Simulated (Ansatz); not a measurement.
Reaction (ligand exchange at the In–C bond): `Cl[CH](Cl)[InH2]` + `N=C(O)O` → `N=C(O)[O][InH2]` + `ClCCl`

Calculated with Ansatz (gas phase, PBE0-D4/def2-TZVP geometries, no zero-point term in ΔE). CCSD(T)/CBS adds triple-zeta CCSD(T) − MP2 to the extrapolated MP2 energy (def2 sets, frozen cores). This one scheme is used for every species. Functionals use def2-TZVPP. B3LYP here is the variant with VWN-RPA as its local correlation; programs differ in this. Elements past krypton have def2 core potentials. For In outer-core shells are correlated without core-valence functions, which leaves a few kJ/mol of doubt a bond. One conformer a species, not always the lowest.

`Cl[CH](Cl)[InH2]`:

Z-matrix (Å, degrees):
```
C
Cl 1 1.805
In 1 2.188 2 98.5
Cl 1 1.767 2 111.1 3 -122.4
H 1 1.086 2 105.4 3 122.1
H 3 1.711 1 114.7 2 -84.9
H 3 1.716 1 116.2 2 91.2
```

`N=C(O)O`:

Z-matrix (Å, degrees):
```
C
O 1 1.331
O 1 1.340 2 108.1
N 1 1.264 2 121.7 3 180.0
H 2 0.965 1 105.8 3 180.0
H 3 0.961 1 108.8 2 180.0
H 4 1.013 1 113.5 2 -180.0
```

`N=C(O)[O][InH2]`:

Z-matrix (Å, degrees):
```
C
O 1 1.344
O 1 1.316 2 109.8
N 1 1.274 2 119.0 3 180.0
H 2 0.965 1 105.2 3 -179.9
In 3 2.022 1 126.7 2 -179.0
H 4 1.013 1 112.5 2 -180.0
H 6 1.696 3 106.7 1 -179.9
H 6 1.702 3 114.0 1 0.1
```

`ClCCl`:

Z-matrix (Å, degrees):
```
C
Cl 1 1.762
Cl 1 1.762 2 112.9
H 1 1.086 2 108.1 3 119.6
H 1 1.086 2 108.1 3 -119.6
```

```csv
level,ΔE (kcal/mol)
CAM-B3LYP-D4,-19.7
ωB97M-V,-17.6
B2PLYP,-19.2
r2SCAN,-17.9
B3LYP,-19.2
r2SCAN0,-18.0
MP2/def2-SVP,-18.0
HF/CBS(def2),-22.4
```

**Question.** What does CCSD(T)/CBS give? (Estimate.)

**Answer.** Computed: -18.5 kcal/mol. The listed levels differ from it by -1.2, 0.9, -0.7, 0.6, -0.7, 0.5, 0.5, -3.9 kcal/mol.

Largest T1 diagnostic among the species: 0.016.

At CCSD(T), def2-SVP lies +0.7 kcal/mol from the extrapolated value and def2-TZVPP +0.3 kcal/mol. From BLYP to BHLYP (50 % exact exchange), in def2-TZVPP and without D4, ΔE moves by −1.2 kcal/mol. Leaving LDA and LC-ωPBE aside and taking each functional with its dispersion term where it has one, the values, not all of them listed here, spread over 3.1 kcal/mol, from CAM-B3LYP-D4 to PBE-D4. LDA lies +1.3 kcal/mol from PBE without D4.
